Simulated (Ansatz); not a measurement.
Reaction (substitution at a C–In bond): `C[CH2][In]([F])[CH2]C` + `SCc1ccccc1` → `CCSCc1ccccc1` + `C[CH2][InH][F]`

Isolated molecules relaxed with PBE0-D4/def2-TZVP in Ansatz; ΔE leaves out vibrations. CBS: MP2 limit from def2 TZ/QZ plus the TZ coupled-cluster correction, frozen cores. DFT in def2-TZVPP. def2 core potentials past Kr. For In outer-core shells are correlated without core-valence functions, which leaves a few kJ/mol of doubt a bond. Each species was taken in one conformer, which may not be the lowest.

| level | ΔE (eV) |
| --- | --- |
| r2SCAN-D4 | 0.14 |
| PBE0-D4 | 0.11 |
| revPBE | 0.28 |
| CCSD/def2-SVP | 0.17 |

What does CCSD(T)/CBS give? (Estimate.)

The calculation gave: +0.20 eV. The listed levels differ from it by -0.06, -0.09, 0.08, -0.03 eV.

Largest T1 diagnostic among the species: 0.014.

From BLYP to BHLYP (50 % exact exchange), in def2-TZVPP and without D4, ΔE moves by −0.10 eV. Leaving LDA and LC-ωPBE aside and taking each functional with its dispersion term where it has one, the values, not all of them listed here, spread over 0.19 eV, from B97M-V to B2PLYP. LDA lies −0.13 eV from PBE without D4. The D4 term adds −0.13 eV with B3LYP and −0.08 eV with PBE0; it sums over pairs of atoms, weighted by their polarisabilities, and B3LYP, whose exchange is more repulsive, gets the larger term.

B3LYP here is the variant with VWN-RPA as its local correlation; programs differ in this.
